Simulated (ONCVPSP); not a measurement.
# Before and after: ONCV potential for chlorine

ONCVPSP 4.0.1 input, shortened (lines: element, Z, core and valence counts, functional; n l f; lmax; l rc ep ncon nbas qcut; lloc lpopt rc5 dvloc0; l nproj debl; icmod fcfact rcfact), PBEsol, scalar-relativistic:

```
  Cl 17.00    3    2  -116133      upf
    1    0    2.00
    2    0    2.00
    2    1    6.00
    3    0    2.00
    3    1    5.00
    1
    0    1.30    0.00    4    8    5.50
    1    1.15    0.00    5    8    5.70
    4    1    0.85    1.00
    0    2    3.30
    1    1    3.20
    0    0.00    0.00
```

Change: all radii scaled by about 1.06 (s 1.38, p 1.22 bohr); local potential polynomial inside 0.90 bohr (lpopt 1, dvloc0 1 Ha).

Cutoffs: the cutoffs (Ha) at which the residual kinetic energy of the hardest occupied pseudo-wave falls to 1 and 0.1 mHa per electron; they do not see the model core or the augmentation charge, which bear on the density cutoff. Errors are all-electron minus pseudo energies relative to the spin-unpolarised reference configuration.

Question: What does the change do?

Answer: The potential gets softer (116 Ha and 145 Ha → 30 Ha and 118 Ha); of the 4 tests that both files solve, the error grows in 0 and shrinks in 1 by more than 15 % and 0.3 meV (median size 17.5 → 15.5 meV); neither file shows a bound ghost. A larger radius leaves more room for a smooth pseudo-wave, so fewer plane waves are needed.

```csv
quantity,base,changed
"cutoff, loose",116 Ha,30 Ha
"cutoff, tight",145 Ha,118 Ha
loose cutoff by channel,"s 16 Ha, p 116 Ha","s 15 Ha, p 30 Ha"
bound ghosts,none,none
GHOST(+) flags under 300 eV,s at 196.7 eV,s at 240.2 eV
"error for 3s2 3p4, meV [ΔE 13.84 eV]",+3.6,+3.2
"error for 3s2 3p3, meV [ΔE 39.23 eV]",+25,+24
"error for 3s2 3p2, meV [ΔE 77.49 eV]",+81,+81
"error for 3s1 3p5, meV [ΔE 26.50 eV]",+10,+7.1
```
